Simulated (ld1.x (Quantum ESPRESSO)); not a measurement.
# boron: one change to an ultrasoft potential, before and after

ld1.x (Quantum ESPRESSO) 7.5 input, shortened:

```
&input
   title='B', zed=5., rel=1, dft='PZ', iswitch=3,
   config='[He] 2s2 2p1'
 /
 &inputp
   pseudotype=3, tm=.true., lloc=-1, rcloc=1.80,
   nlcc=.true., new_core_ps=.true., rcore=0.70,
   which_augfun='PSQ', rmatch_augfun_nc=.true.
 /
4
2S  1  0   2.00   0.00  1.15  1.30  0.0
2S  1  0   0.00   2.25  1.15  1.30  0.0
2P  2  1   1.00   0.00  2.20  2.50  0.0
2P  2  1   0.00   2.45  2.20  2.50  0.0
 &test
   configts(1)='2s2 2p1'
 /
```

Change: core correction Bessel-smoothed model core inside 1.22 bohr.

Cutoffs: the cutoffs (Ry, on a coarse ladder) from which the occupation-weighted sum of valence levels, in a spherical-Bessel basis at the reference potential, stays within 10 and 1 mRy of its value at 400 Ry; they do not see the model core or the augmentation charge, which bear on the density cutoff. Errors are all-electron minus pseudo energies relative to the spin-unpolarised reference configuration.

What does the change do?

The potential gets neither clearly harder nor softer (15 Ry and 21 Ry → 15 Ry and 21 Ry); of the 9 tests that both files solve, the error grows in 3 and shrinks in 4 by more than 15 % and 0.3 meV (median size 10.0 → 10.3 meV); neither file shows a bound ghost. A wider model core is smoother and lowers the density cutoff, which this test does not measure.

| quantity | base | changed |
| --- | --- | --- |
| cutoff, loose | 15 Ry | 15 Ry |
| cutoff, tight | 21 Ry | 21 Ry |
| bound ghosts | none | none |
| error for 2s2 2p0, meV [ΔE 8.33 eV] | -15 | -4.8 |
| error for 2s1 2p0, meV [ΔE 33.63 eV] | -31 | +10 |
| error for 2s2 2p0.5, meV [ΔE 2.94 eV] | -1.9 | -0.6 |
| error for 2s1 2p2, meV [ΔE 5.69 eV] | +2.9 | +6.1 |
| error for 2s2 2p1.3, meV [ΔE -0.77 eV] | 0.0 | +0.1 |
| error for 2s1 2p1, meV [ΔE 14.28 eV] | +10 | +11 |
| error for 2s0 2p3, meV [ΔE 11.40 eV] | +11 | +24 |
| error for 2s2 2p1 (spin-polarised), meV [ΔE -0.23 eV] | -2.8 | +12 |
| error for 2s1 2p0 (spin-polarised), meV [ΔE 32.90 eV] | -35 | +27 |
| s: phases at 2.71 bohr within 0.05 rad from the reference energy up to (Ry; the scan ends near 5) | to the end of the scan | to the end of the scan |
| p: phases at 2.71 bohr within 0.05 rad from the reference energy up to (Ry; the scan ends near 5) | 4.4 | 4.4 |
| lowest overlap eigenvalue by channel | s 0.51, p 0.83 | s 0.51, p 0.83 |
